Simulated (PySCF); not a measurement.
SMILES CO[Si](OC)c1ccccc1, doublet (GFN2-xTB optimised geometry):

```
22

C     -2.612    -2.142    -1.890
O     -2.824    -0.925    -1.257
Si    -2.042    -0.258     0.000
O     -2.823     1.165     0.000
C     -2.734     2.233     0.883
C     -0.167    -0.258     0.000
C      0.558     0.792     0.582
C      1.932     0.744     0.688
C      2.631    -0.366     0.240
C      1.934    -1.430    -0.312
C      0.560    -1.383    -0.416
H     -2.498    -2.954    -1.167
H     -3.479    -2.348    -2.521
H     -1.718    -2.101    -2.519
H     -2.458     1.905     1.888
H     -1.991     2.954     0.530
H     -3.707     2.725     0.924
H      0.031     1.668     0.932
H      2.466     1.578     1.122
H      3.707    -0.404     0.325
H      2.469    -2.301    -0.661
H      0.034    -2.224    -0.845
```

Calculation: PySCF with unrestricted B3LYP/def2-SVP.

### Question
What are the frontier orbital energies (α orbitals alone; a β orbital can be the lowest empty one) and the dipole moment?

### Answer
HOMO-2 -7.30 eV, HOMO-1 -7.22 eV, HOMO -4.51 eV, LUMO -0.61 eV, LUMO+1 -0.37 eV; dipole moment 1.60 D.

On the same geometry PySCF 2.14.0 with unrestricted PBE/def2-SVP gives HOMO-2 -6.44 eV, HOMO-1 -6.42 eV, HOMO -3.69 eV, LUMO -1.31 eV, LUMO+1 -1.12 eV; dipole moment 1.32 D.

Meta-Löwdin charges at B3LYP/def2-SVP: C1 -0.06, O2 -0.57, Si3 0.93, O4 -0.57, C5 -0.06, C6 -0.24, C7 -0.09, C8 -0.10, C9 -0.10, C10 -0.10, C11 -0.09, H12 0.08, H13 0.11, H14 0.09, H15 0.08, H16 0.09, H17 0.10, H18 0.09, H19 0.10, H20 0.10, H21 0.10, H22 0.09.
